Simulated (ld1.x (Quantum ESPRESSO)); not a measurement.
## arsenic: one change to a TM semilocal potential, before and after

As, norm-conserving Troullier–Martins (semilocal form), made with ld1.x (Quantum ESPRESSO) 7.5 (PBEsol, scalar-relativistic). Core [Ar] 3d10, reference 4s2 4p3. Waves: 4s (bound): rc 1.65 bohr; 4p (bound): rc 1.70 bohr. Local part: the p channel. Core correction: Bessel-smoothed model core inside 0.90 bohr.

All-electron outer shells of the reference configuration (PBEsol, scalar-relativistic, ld1.x):

| shell | level (eV) | outermost node (bohr) | outermost maximum (bohr) |
| --- | --- | --- | --- |
| 3p | -133.47 | 0.22 | 0.52 |
| 3d | -40.64 | – | 0.47 |
| 4s | -14.50 | 0.73 | 1.61 |
| 4p | -5.20 | 0.78 | 1.97 |

Change: type RRKJ, which also changes the form from semilocal to separable; local potential the s channel; rho0 0.01.

Cutoffs: the cutoffs (Ry, on a coarse ladder) from which the occupation-weighted sum of valence levels, in a spherical-Bessel basis at the reference potential, stays within 10 and 1 mRy of its value at 400 Ry; they do not see the model core or the augmentation charge, which bear on the density cutoff. Errors are all-electron minus pseudo energies relative to the spin-unpolarised reference configuration.

Q: How do hardness, ghosts and transferability respond?

A: The potential gets neither clearly harder nor softer (35 Ry and 50 Ry → 35 Ry and 50 Ry); of the 7 tests that both files solve, the error grows in 3 and shrinks in 0 by more than 15 % and 0.3 meV (median size 20.9 → 23.3 meV); neither file shows a bound ghost. In the semilocal form every listed channel keeps its own potential, so the choice of the local channel does not act on these tests. It acts once the file is put into the separable form. A semilocal file is local in each channel, so a ghost entry of none says nothing of the separable form that plane-wave codes build from it. Several settings change at once here, so the effects cannot be laid on one of them.

| quantity | base | changed |
| --- | --- | --- |
| cutoff, loose | 35 Ry | 35 Ry |
| cutoff, tight | 50 Ry | 50 Ry |
| loose cutoff by channel (10 mRy a level) | s 18 Ry, p 6 Ry | p 21 Ry, s 18 Ry |
| bound ghosts | none | none |
| error for 4s2 4p2, meV [ΔE 9.16 eV] | -2.8 | -3.8 |
| error for 4s2 4p1, meV [ΔE 27.10 eV] | -21 | -23 |
| error for 4s2 4p0, meV [ΔE 54.82 eV] | -90 | -83 |
| error for 4s2 4p3.3, meV [ΔE -1.23 eV] | +0.1 | +0.1 |
| error for 4s1 4p0, meV [ΔE 105.45 eV] | -359 | -337 |
| error for 4s1 4p4, meV [ΔE 9.42 eV] | -8.8 | -12 |
| error for 4s0 4p5, meV [ΔE 19.07 eV] | -34 | -49 |
| s: phases at 1.84 bohr within 0.05 rad from the reference energy up to (Ry; the scan ends near 5) | to the end of the scan | to the end of the scan |
| p: phases at 1.84 bohr within 0.05 rad from the reference energy up to (Ry; the scan ends near 5) | to the end of the scan | to the end of the scan |
